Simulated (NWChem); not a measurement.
System: C₃H₅Br; SMILES BrC1CC1

```xyz
9

Br    -0.0252    -1.0212     0.0000
C      0.5706     0.7971     0.0000
C     -0.1971     1.8318    -0.7521
C     -0.1971     1.8318     0.7521
H      1.6617     0.8405     0.0000
H      0.3749     2.5956    -1.2870
H     -1.1126     1.5138    -1.2573
H      0.3749     2.5956     1.2870
H     -1.1126     1.5138     1.2573
```
Atoms are numbered in this order, from 1.

Results from NWChem. All runs use the structure optimised with PBE0/def2-SVP. Level: PBE/def2-SVP with SMD (1 M gas to 1 M solution), gas-phase geometry.

| solvent | dielectric constant | solvation free energy (kcal/mol) | cavity-dispersion-structure term (kcal/mol) | dipole in solution (D) |
|---|---|---|---|---|
| water | 78.4 | -1.2 | 1.1 | 2.19 |
| chlorobenzene | 5.70 | -5.6 | -3.7 | 2.09 |
| acetone | 20.5 | -5.1 | -2.9 | 2.17 |
| N,N-dimethylformamide | 37.2 | -4.5 | -2.3 | 2.18 |
